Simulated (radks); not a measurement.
Problem. The zirconium ion Zr2+, 38 electrons, occupied as [Kr] 4d2 (the NIST ground configuration). Method: Dirac Kohn-Sham, Slater X-alpha with alpha = 0.976, spin-unpolarised, spherical densities, finite nucleus; open shells fill j = l - 1/2 first; Fermi nuclear charge, rms radius 4.2694 fm; computed with a radial shooting solver on a logarithmic mesh with Libxc functionals. Some entries of the table are withheld. Estimate them.

orbital  occ.  eigenvalue (Ry)  <1/r> (bohr^-1)  <r> (bohr)
1s1/2       2        -1320.364            41.32         (1)
2s1/2       2              (2)            9.386      0.1616
2p1/2       2        -170.7583            9.373         (3)
2p3/2       4        -164.3230            8.965         (4)
3s1/2       2        -32.01481              (5)      0.4541
3p1/2       2              (6)            3.095      0.4493
3p3/2       4              (7)            2.997      0.4596
3d3/2       4        -15.18611            2.804      0.4414
3d5/2       6        -14.99210            2.779      0.4449
4s1/2       2         -5.46601            1.146       1.187
4p1/2       2         -3.89790              (8)       1.304
4p3/2       4         -3.75628              (9)       1.333
4d3/2       2         -1.50180           0.7158       1.835
4d5/2       0         -1.48785           0.7103       1.848

Solution. 
(1) 1s1/2 <r> (bohr): 0.03699
(2) 2s1/2 eigenvalue (Ry): -185.6554
(3) 2p1/2 <r> (bohr): 0.1378
(4) 2p3/2 <r> (bohr): 0.1421
(5) 3s1/2 <1/r> (bohr^-1): 3.192
(6) 3p1/2 eigenvalue (Ry): -26.34612
(7) 3p3/2 eigenvalue (Ry): -25.30670
(8) 4p1/2 <1/r> (bohr^-1): 1.030
(9) 4p3/2 <1/r> (bohr^-1): 1.003
